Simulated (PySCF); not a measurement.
Vertical excitations of a molecule C₄H₁₁NSi from TDA-PBE/def2-SVPD (PySCF), as energy in eV (oscillator strength): 4.17 (0.003), 5.29 (0.012), 5.81 (0.002), 5.96 (0.007), 6.05 (0.099), 6.33 (0.001). Lowest triplet (TDA): 3.34 eV. The structure is a stationary point at r2SCAN-D4/def2-SVP. One conformer was computed; it need not be the lowest.

### Question
Which structure fits?
A) CC/N=C(\C)[SiH3]
B) C=C[Si@@H](C)CN
C) C=C[C@H](C)N[SiH3]
D) CC/C=N/[SiH2]C

### Answer
A, CC/N=C(\C)[SiH3]
